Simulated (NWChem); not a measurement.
System: C3H3F3; SMILES C=CC(F)(F)F

NWChem input:

```
start job
memory heap 200 mb stack 900 mb global 1100 mb
geometry units angstroms noautosym nocenter noautoz
  C     -0.030773    -2.111996     0.000000
  C      0.658829    -0.975055     0.000000
  C      0.015500     0.376288     0.000000
  F     -1.331354     0.314444     0.000000
  F      0.390865     1.091403     1.085974
  F      0.390865     1.091403    -1.085974
  H      0.472105    -3.074063     0.000000
  H     -1.116149    -2.118573     0.000000
  H      1.745104    -0.950788     0.000000
end
basis spherical
  * library 6-31g*
end
dft
  xc b3lyp
  iterations 150
end
property
  shielding 8 1 2 3 4 5 7 8 9
end
task dft property
```

NWChem printed, in part:

```
             Northwest Computational Chemistry Package (NWChem) 7.3.0
             --------------------------------------------------------

                             Geometry "geometry" -> ""
                             -------------------------

 Output coordinates in angstroms (scale by  1.889725989 to convert to a.u.)

  No.       Tag          Charge          X              Y              Z
 ---- ---------------- ---------- -------------- -------------- --------------
    1 C                    6.0000    -0.03077300    -2.11199600     0.00000000
    2 C                    6.0000     0.65882900    -0.97505500     0.00000000
    3 C                    6.0000     0.01550000     0.37628800     0.00000000
    4 F                    9.0000    -1.33135400     0.31444400     0.00000000
    5 F                    9.0000     0.39086500     1.09140300     1.08597400
    6 F                    9.0000     0.39086500     1.09140300    -1.08597400
    7 H                    1.0000     0.47210500    -3.07406300     0.00000000
    8 H                    1.0000    -1.11614900    -2.11857300     0.00000000
    9 H                    1.0000     1.74510400    -0.95078800     0.00000000

 Effective nuclear repulsion energy (a.u.)     251.1578916444

                              NWChem Property Module
                              ----------------------

  itol2e modified to match energy
  convergence criterion.

                                 NWChem DFT Module
                                 -----------------

 Summary of "ao basis" -> "ao basis" (spherical)
 ------------------------------------------------------------------------------
       Tag                 Description            Shells   Functions and Types
 ---------------- ------------------------------  ------  ---------------------
 C                           6-31g*                  6       14   3s2p1d
 F                           6-31g*                  6       14   3s2p1d
 H                           6-31g*                  2        2   2s

  itol2e modified to match energy
  convergence criterion.

            General Information
            -------------------
          SCF calculation type: DFT
          Wavefunction type:  closed shell.
          No. of atoms     :     9
          No. of electrons :    48
           Alpha electrons :    24
            Beta electrons :    24
          Charge           :     0
          Spin multiplicity:     1
          Use of symmetry is: off; symmetry adaption is: off
          Maximum number of iterations: 150
          AO basis - number of functions:    90
                     number of shells:    42
          Convergence on energy requested:  1.00D-07
          Convergence on density requested:  1.00D-05
          Convergence on gradient requested:  5.00D-04

              XC Information
              --------------
                         B3LYP Method XC Potential
                     Hartree-Fock (Exact) Exchange  0.200
                        Slater Exchange Functional  0.800 local
                    Becke 1988 Exchange Functional  0.720 non-local
              Lee-Yang-Parr Correlation Functional  0.810
                  VWN I RPA Correlation Functional  0.190 local

             Grid Information
             ----------------
          Grid used for XC integration:  fine
          Radial quadrature: Mura-Knowles
          Angular quadrature: Lebedev.
          Tag              B.-S. Rad. Rad. Pts. Rad. Cut. Ang. Pts.
          ---              ---------- --------- --------- ---------
          C                   0.70       70          10.0       590
          F                   0.50       70          11.0       590
          H                   0.35       60          10.0       590
          Grid pruning is: on
          Number of quadrature shells:   600
          Spatial weights used:  Erf1

      Superposition of Atomic Density Guess
      -------------------------------------

 Sum of atomic energies:        -412.59245613

[...]

          -----------------------------------------
          Chemical Shielding Tensors (GIAO, in ppm)
          -----------------------------------------

                                NWChem CPHF Module
                                ------------------

  scftype          =     RHF
  nclosed          =       24
  nopen            =        0
  variables        =     1584
  # of vectors     =        3
  tolerance        = 0.10D-03
  level shift      = 0.00D+00
  max iterations   =       50
  max subspace     =       30

 SCF residual:    6.8765631858964269E-006

Iterative solution of linear equations
  No. of variables     1584
  No. of equations        3
  Maximum subspace       30
        Iterations       50
       Convergence  1.0D-04

   iter   nsub   residual    time
   ----  ------  --------  ---------
     1      3    4.56D-01      41.0
     2      6    3.45D-02      43.5
     3      9    1.62D-03      46.0
     4     12    3.89D-05      48.7

      Atom:    1  C
        Diamagnetic
    261.5815      1.9779     -0.0000
      1.9779    268.2388     -0.0000
     -0.0000     -0.0000    245.9439

        Paramagnetic
   -262.5173     45.0549      0.0000
     45.0549   -224.6609      0.0000
      0.0000      0.0000    -68.2861

        Total Shielding Tensor
     -0.9358     47.0328      0.0000
     47.0328     43.5779      0.0000
      0.0000      0.0000    177.6578

           isotropic =      73.4333
          anisotropy =     156.3367

          Principal Components and Axis System
                 1           2           3
              177.6578     73.3542    -30.7121

      1         0.0000      0.5349      0.8449
      2         0.0000      0.8449     -0.5349
      3         1.0000     -0.0000     -0.0000

      Atom:    2  C
        Diamagnetic
    260.2352      1.0661     -0.0000
      1.0661    270.2671      0.0000
     -0.0000      0.0000    241.8041

        Paramagnetic
   -267.4812     48.6350      0.0000
     48.6350   -211.8577     -0.0000
      0.0000     -0.0000    -88.5846

        Total Shielding Tensor
     -7.2460     49.7011      0.0000
     49.7011     58.4094     -0.0000
      0.0000     -0.0000    153.2195

           isotropic =      68.1276
          anisotropy =     127.6378

          Principal Components and Axis System
                 1           2           3
              153.2195     85.1456    -33.9822

      1         0.0000      0.4737      0.8807
      2         0.0000      0.8807     -0.4737
      3         1.0000     -0.0000     -0.0000

      Atom:    3  C
        Diamagnetic
    242.7178     -0.3765      0.0000
     -0.3765    244.0712     -0.0000
      0.0000     -0.0000    241.2208

        Paramagnetic
   -173.7756      5.1124     -0.0000
      5.1124   -182.3789      0.0000
     -0.0000      0.0000   -174.3388

        Total Shielding Tensor
     68.9422      4.7359     -0.0000
      4.7359     61.6923     -0.0000
     -0.0000     -0.0000     66.8820

           isotropic =      65.8388
          anisotropy =       8.1636

          Principal Components and Axis System
                 1           2           3
               71.2812     66.8820     59.3533

      1         0.8966      0.0000     -0.4428
      2         0.4428      0.0000      0.8966
      3        -0.0000      1.0000     -0.0000

      Atom:    4  F
        Diamagnetic
    491.9251      1.7199      0.0000
      1.7199    469.0858     -0.0000
      0.0000     -0.0000    467.5213

        Paramagnetic
   -129.5113    -10.4938     -0.0000
    -10.4938   -264.8613     -0.0000
     -0.0000     -0.0000   -171.0847

        Total Shielding Tensor
    362.4138     -8.7738     -0.0000
     -8.7738    204.2244     -0.0000
     -0.0000     -0.0000    296.4367

           isotropic =     287.6916
          anisotropy =     112.8110

          Principal Components and Axis System
                 1           2           3
              362.8990    296.4367    203.7393

      1         0.9985      0.0000      0.0552
      2        -0.0552     -0.0000      0.9985
      3        -0.0000      1.0000      0.0000

      Atom:    5  F
        Diamagnetic
    468.7154      3.8812      6.0374
      3.8812    473.1514     10.1801
      6.0374     10.1801    483.5914

        Paramagnetic
   -229.1969     39.3067    -14.4009
     39.3067   -211.9412     51.5142
    -14.4009     51.5142   -186.7191

        Total Shielding Tensor
    239.5185     43.1879     -8.3635
     43.1879    261.2102     61.6943
     -8.3635     61.6943    296.8723

           isotropic =     265.8670
          anisotropy =     121.9048

          Principal Components and Axis System
                 1           2           3
              347.1369    265.5603    184.9038

      1         0.1969      0.7741      0.6017
      2         0.6352      0.3668     -0.6797
      3         0.7469     -0.5160      0.4195

      Atom:    6  H
        Diamagnetic
     27.4318     -5.9914     -0.0000
     -5.9914     40.4980     -0.0000
     -0.0000     -0.0000     22.9487

        Paramagnetic
     -2.1655      7.9757     -0.0000
      7.9757    -11.8026      0.0000
     -0.0000      0.0000      3.3613

        Total Shielding Tensor
     25.2664      1.9843     -0.0000
      1.9843     28.6955      0.0000
     -0.0000      0.0000     26.3100

           isotropic =      26.7573
          anisotropy =       4.2691

          Principal Components and Axis System
                 1           2           3
               29.6033     26.3100     24.3585

      1         0.4160     -0.0000      0.9093
      2         0.9093      0.0000     -0.4160
      3         0.0000      1.0000      0.0000

      Atom:    7  H
        Diamagnetic
     39.8137      2.1338     -0.0000
      2.1338     29.0090     -0.0000
     -0.0000     -0.0000     21.7362

        Paramagnetic
    -15.6877      0.4218      0.0000
      0.4218      0.7191     -0.0000
      0.0000     -0.0000      3.5944

[...]
```

Level: B3LYP/6-31G* (spherical d), GIAO. Geometry: optimised at B3LYP/6-31G* (spherical d). B3LYP is NWChem's, with the RPA form of VWN correlation. The output numbers the shielded atoms by their place in the input's list. The printed shielding anisotropy is the first printed principal value minus the mean of the other two.
